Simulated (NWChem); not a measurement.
System: C$_{2}$HClF$_{2}$; SMILES F/C(=C\F)Cl

The following NWChem deck was run.

```
start job
memory heap 200 mb stack 900 mb global 1100 mb
geometry units angstroms noautoz
  F     -0.289246    -2.249500     0.000000
  C     -0.703022    -0.991255     0.000000
  C      0.164947     0.021268     0.000000
  F      1.468394    -0.158220     0.000000
  Cl    -0.328288     1.659360     0.000000
  H     -1.783535    -0.843927     0.000000
end
basis spherical
  * library def2-svp
end
dft
  xc xwpbe 1.00 cpbe96 1.0 hfexch 1.00
  cam 0.6 cam_alpha 0.0 cam_beta 1.0
  iterations 150
  vectors input atomic output neutral.movecs
end
task dft energy
charge 1
dft
  odft
  mult 2
  vectors input atomic output cation.movecs
end
task dft energy
```

Coordinates come from a PBE0/def2-SVP optimisation.

Ions are spin-unrestricted doublets at the neutral geometry; other ion states weren't tried. Functional: LC-ωPBE (HJS hole) with def2-SVP; the question gives the range parameter ω in 1/bohr.

Question: What results follow from this input? (LC-wPBE (HJS exchange hole, range parameter 0.6 per bohr)/def2-SVP, vertical spin-unrestricted ions.) Quantities: vertical ionisation energy, ΔSCF (eV); −ε(HOMO) (eV).

Answer: 
```
Quantity                               Result
-------------------------------------  ------
vertical ionisation energy, ΔSCF (eV)   10.27
−ε(HOMO) (eV)                           10.75
```
